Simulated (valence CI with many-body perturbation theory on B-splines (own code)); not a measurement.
**E1 line list for Mn²⁰⁺**

Level of theory: valence CI with perturbative core correlation (CI+MBPT): three valence electrons over a frozen Dirac-Fock core [He], radial functions for each j: 11 s, 11 p, 9 d, 7 f, 5 g, 2 h, 1 i, with the one-electron correlation potential Σ1 (screened to all orders), the two-electron term Σ2, the three-electron term Σ3, Breit, model QED; selected single and double excitations, second order for the rest (own B-spline code, finite nucleus).

No measured levels were compared; by estimate levels of excited configurations hold to 0.05 to 0.15 % of their energy, terms of the ground configuration to about 0.5 %.

Lines 101 to 150 of 241 in falling wavelength, among levels below 1075.6 eV, chosen from the strongest by gf and those to the six lowest levels. Wavelengths and rates use the calculated energies, so an error of 700 cm⁻¹ moves a line at 13.53 Å by 0.0095 % and its rate by three times that or more. Electric multipoles are in the length gauge, E1 and E2 with the static RPA response of the core. Weak lines are less certain than strong ones. Lines between different terms over intervals too small for the method are left out, as are lines whose strength nearly cancels. Where a level lies close to another of its J and parity, the split of strength between their lines is uncertain. The highest levels of a list are the least certain.

Names give the largest LS component (configuration and term), which can be under half, so a name can repeat, a term be missing and a line seem to break the LS rules; names also repeat where a configuration has a term twice. Letters in brackets count levels of one name in rising energy.

| λ vac (Å) | Upper | Lower | A (s⁻¹) | S (a.u.) with core polarisation | S without |
| --- | --- | --- | --- | --- | --- |
| 13.53 | 2s 2p 3d 4F°_3/2 | 2s 2p2 2D_3/2 | 3.92e+11 | 1.92e-03 | 1.92e-03 |
| 13.50 | 2s 2p 3d 2P°_1/2 [a] | 2s 2p2 2S_1/2 | 1.07e+13 | 2.60e-02 | 2.61e-02 |
| 13.50 | 2s 2p 3d 4F°_5/2 | 2s 2p2 2D_3/2 | 7.37e+10 | 5.37e-04 | 5.38e-04 |
| 13.50 | 2s 2p 3s 4P°_3/2 | 2s 2p2 4P_1/2 | 1.09e+12 | 5.31e-03 | 5.28e-03 |
| 13.48 | 2s2 3s 2S_1/2 | 2s2 2p 2P°_1/2 | 7.38e+11 | 1.78e-03 | 1.77e-03 |
| 13.46 | 2s 2p 3d 4P°_5/2 | 2s 2p2 2D_5/2 | 1.09e+12 | 7.88e-03 | 7.89e-03 |
| 13.45 | 2s 2p 3s 4P°_5/2 | 2s 2p2 4P_3/2 | 9.02e+11 | 6.50e-03 | 6.48e-03 |
| 13.43 | 2s 2p 3d 4P°_5/2 | 2s 2p2 2D_3/2 | 4.58e+11 | 3.28e-03 | 3.29e-03 |
| 13.42 | 2s 2p 3d 4D°_3/2 | 2s 2p2 2D_3/2 | 1.14e+12 | 5.45e-03 | 5.46e-03 |
| 13.41 | 2s 2p 3s 2P°_1/2 [b] | 2s 2p2 2D_3/2 | 9.43e+11 | 2.25e-03 | 2.24e-03 |
| 13.41 | 2s 2p 3d 4D°_1/2 | 2s 2p2 2D_3/2 | 2.82e+11 | 6.70e-04 | 6.65e-04 |
| 13.41 | 2s 2p 3s 2P°_3/2 [b] | 2s 2p2 2D_3/2 | 3.68e+11 | 1.75e-03 | 1.74e-03 |
| 13.37 | 2s 2p 3d 2P°_3/2 [a] | 2s 2p2 2P_1/2 | 6.06e+12 | 2.86e-02 | 2.87e-02 |
| 13.37 | 2s 2p 3d 2D°_5/2 [a] | 2s 2p2 2D_5/2 | 1.21e+12 | 8.55e-03 | 8.57e-03 |
| 13.36 | 2s 2p 3d 2D°_3/2 [a] | 2s 2p2 2D_3/2 | 3.37e+12 | 1.59e-02 | 1.59e-02 |
| 13.34 | 2s 2p 3d 2D°_5/2 [a] | 2s 2p2 2D_3/2 | 5.52e+12 | 3.88e-02 | 3.89e-02 |
| 13.31 | 2s 2p 3d 2P°_1/2 [a] | 2s 2p2 2P_1/2 | 2.29e+12 | 5.33e-03 | 5.34e-03 |
| 13.28 | 2s 2p 3d 4D°_5/2 | 2s 2p2 2D_3/2 | 1.04e+12 | 7.23e-03 | 7.24e-03 |
| 13.27 | 2s 2p 3d 4P°_3/2 | 2s 2p2 2D_3/2 | 5.52e+10 | 2.55e-04 | 2.55e-04 |
| 13.25 | 2s 2p 3d 2F°_5/2 [a] | 2s 2p2 2D_5/2 | 5.30e+12 | 3.65e-02 | 3.65e-02 |
| 13.22 | 2s 2p 3d 2F°_5/2 [a] | 2s 2p2 2D_3/2 | 6.43e+12 | 4.40e-02 | 4.41e-02 |
| 13.21 | 2s 2p 3d 2D°_3/2 [b] | 2s 2p2 2P_3/2 | 2.54e+12 | 1.16e-02 | 1.16e-02 |
| 13.19 | 2s 2p 3d 2D°_5/2 [b] | 2s 2p2 2P_3/2 | 1.87e+13 | 1.27e-01 | 1.27e-01 |
| 13.19 | 2s 2p 3d 2D°_3/2 [b] | 2s 2p2 2S_1/2 | 8.05e+12 | 3.64e-02 | 3.65e-02 |
| 13.16 | 2s 2p 3d 2F°_7/2 [a] | 2s 2p2 2D_5/2 | 1.83e+13 | 1.65e-01 | 1.66e-01 |
| 13.16 | 2s 2p 3d 2P°_3/2 [a] | 2s 2p2 2D_3/2 | 2.22e+11 | 9.98e-04 | 9.98e-04 |
| 13.15 | 2s 2p 3d 2P°_1/2 [b] | 2s 2p2 2P_3/2 | 2.58e+12 | 5.79e-03 | 5.80e-03 |
| 13.15 | 2s 2p 3d 2P°_3/2 [b] | 2s 2p2 2P_3/2 | 7.31e+12 | 3.29e-02 | 3.29e-02 |
| 13.13 | 2s 2p 3d 2P°_3/2 [b] | 2s 2p2 2S_1/2 | 5.53e+12 | 2.47e-02 | 2.48e-02 |
| 13.12 | 2s 2p 3d 4F°_5/2 | 2s 2p2 4P_5/2 | 5.84e+11 | 3.90e-03 | 3.91e-03 |
| 13.11 | 2s 2p 3d 2P°_1/2 [a] | 2s 2p2 2D_3/2 | 2.40e+11 | 5.34e-04 | 5.36e-04 |
| 13.07 | 2s 2p 3d 4F°_7/2 | 2s 2p2 4P_5/2 | 4.40e+12 | 3.88e-02 | 3.89e-02 |
| 13.07 | 2s 2p 3d 4F°_3/2 | 2s 2p2 4P_3/2 | 4.98e+11 | 2.19e-03 | 2.20e-03 |
| 13.05 | 2s 2p 3d 4P°_5/2 | 2s 2p2 4P_5/2 | 7.99e+11 | 5.26e-03 | 5.27e-03 |
| 13.04 | 2s 2p 3d 4F°_5/2 | 2s 2p2 4P_3/2 | 2.09e+12 | 1.37e-02 | 1.37e-02 |
| 13.04 | 2s 2p 3d 4D°_3/2 | 2s 2p2 4P_5/2 | 1.44e+11 | 6.28e-04 | 6.30e-04 |
| 13.03 | 2s2 3d 2D_3/2 | 2s2 2p 2P°_3/2 | 2.61e+12 | 1.14e-02 | 1.14e-02 |
| 13.02 | 2s2 3d 2D_5/2 | 2s2 2p 2P°_3/2 | 1.56e+13 | 1.02e-01 | 1.02e-01 |
| 13.01 | 2s 2p 3d 2D°_3/2 [b] | 2s 2p2 2P_1/2 | 6.36e+12 | 2.77e-02 | 2.77e-02 |
| 13.00 | 2p2 3p 4P°_5/2 | 2s 2p2 2P_3/2 | 9.31e+11 | 6.06e-03 | 6.05e-03 |
| 12.99 | 2s 2p 3d 4F°_3/2 | 2s 2p2 4P_1/2 | 4.82e+11 | 2.09e-03 | 2.09e-03 |
| 12.98 | 2p2 3p 4D°_1/2 | 2s 2p2 2P_1/2 | 6.22e+12 | 1.34e-02 | 1.34e-02 |
| 12.97 | 2s 2p 3d 4P°_5/2 | 2s 2p2 4P_3/2 | 1.16e+13 | 7.50e-02 | 7.51e-02 |
| 12.96 | 2s 2p 3d 2D°_5/2 [a] | 2s 2p2 4P_5/2 | 3.58e+11 | 2.31e-03 | 2.31e-03 |
| 12.96 | 2s 2p 3d 4D°_3/2 | 2s 2p2 4P_3/2 | 4.11e+12 | 1.77e-02 | 1.77e-02 |
| 12.96 | 2s 2p 3s 2P°_1/2 [b] | 2s 2p2 4P_3/2 | 5.69e+11 | 1.22e-03 | 1.22e-03 |
| 12.95 | 2s 2p 3d 2P°_1/2 [b] | 2s 2p2 2P_1/2 | 5.66e+12 | 1.21e-02 | 1.22e-02 |
| 12.95 | 2s 2p 3d 4D°_1/2 | 2s 2p2 4P_3/2 | 5.63e+11 | 1.21e-03 | 1.21e-03 |
| 12.95 | 2s 2p 3s 2P°_3/2 [b] | 2s 2p2 4P_3/2 | 5.99e+11 | 2.57e-03 | 2.57e-03 |
| 12.93 | 2s 2p 3d 4D°_7/2 | 2s 2p2 4P_5/2 | 2.02e+13 | 1.73e-01 | 1.73e-01 |
